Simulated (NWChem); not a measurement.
# C₃, singlet; SMILES [C]=C=[C]

```xyz
3

C     -1.2950     0.0651     0.0199
C      0.0005     0.0084     0.0000
C      1.2945    -0.0735    -0.0199
```
Atoms are numbered in this order, from 1.

Low-valent species are run as closed-shell singlets; no triplet was tried in these runs. Coordinates come from a B3LYP/6-31G* (spherical d) optimisation.

### Question
Give the principal values of the shielding tensors (ppm) of C1, C2 from BHandHLYP/pcSseg-1, GIAO (NWChem), with their diamagnetic and paramagnetic parts as GIAO splits them.

### Answer
```
atom     σ11     σ22    σ33  isotropic  diamagnetic  paramagnetic
----  ------  ------  -----  ---------  -----------  ------------
C1    -432.5  -432.4  268.3     -198.9        256.7        -455.6
C2    -112.3  -112.3  285.0       20.1        262.6        -242.5
```
